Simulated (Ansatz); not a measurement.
Reaction (isomerisation): `B1[CH2][InH][O]1` → `[InH2][CH]1BO1`

Program: Ansatz. Geometries: PBE0-D4/def2-TZVP. ΔE: electronic, gas phase. CBS: MP2 limit from def2 TZ/QZ plus the TZ coupled-cluster correction, frozen cores. Functionals use def2-TZVPP. B3LYP here is the variant with VWN-RPA as its local correlation; programs differ in this. def2 core potentials past Kr. For In outer-core shells are correlated without core-valence functions, which leaves a few kJ/mol of doubt a bond.

```json
{"species": "`B1[CH2][InH][O]1`", "B3LYP-D4 energy (Eh)": "-330.88872"}
{"species": "`[InH2][CH]1BO1`", "B3LYP-D4 energy (Eh)": "-330.80435"}
```

(1) Work out ΔE.

Largest T1 diagnostic among the species: 0.016.

Results:

(1) ΔE = (-330.80435) − (-330.88872) = 0.08437 Eh = +2.30 eV. CCSD(T)/CBS gives +2.44 eV.

In def2-TZVPP, CCSD(T) changes the Hartree–Fock value by +0.13 eV (the triples alone add +0.02 eV) and MP2 by +0.24 eV. From BLYP to BHLYP (50 % exact exchange), in def2-TZVPP and without D4, ΔE moves by +0.10 eV. Leaving LDA and LC-ωPBE aside and taking each functional with its dispersion term where it has one, the values, not all of them listed here, spread over 0.17 eV, from ωB97X-V to PBE-QIDH. LDA lies +0.08 eV from PBE without D4.
